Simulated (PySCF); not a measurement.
Sn(I)3(OH), SMILES [OH][Sn]([I])([I])[I] (HI₃OSn), PBE0/def2-SVP optimised geometry.

```
6

O     -1.33    -2.16     1.68
Sn    -0.84    -1.25     0.00
I     -1.82     1.25     0.00
I      1.82    -1.25     0.00
I     -1.83    -2.60    -2.10
H     -2.29    -2.24     1.78
```

Density from PBE0/def2-TZVP, def2 effective core potentials past Kr (PySCF) at that geometry. The core electrons that the potentials of I, Sn replace are not part of the density.

Minimum of the electron density along straight lines between bonded atoms, close to the bond critical point (lines longer than 1.1 times the sum of covalent radii, or with two minima, are not listed):

```
bond    length / Å  ρ at the minimum / e bohr⁻³  ∇²ρ there / e bohr⁻⁵  position (fraction from the first atom)
------  ----------  ---------------------------  --------------------  ---------------------------------------
O1–Sn2       1.973                        0.122                  0.46                                     0.49
Sn2–I3       2.682                        0.068                  0.04                                     0.46
Sn2–I4       2.664                        0.071                  0.04                                     0.46
Sn2–I5       2.683                        0.068                  0.04                                     0.46
O1–H6        0.967                        0.353                 -2.35                                     0.80
```
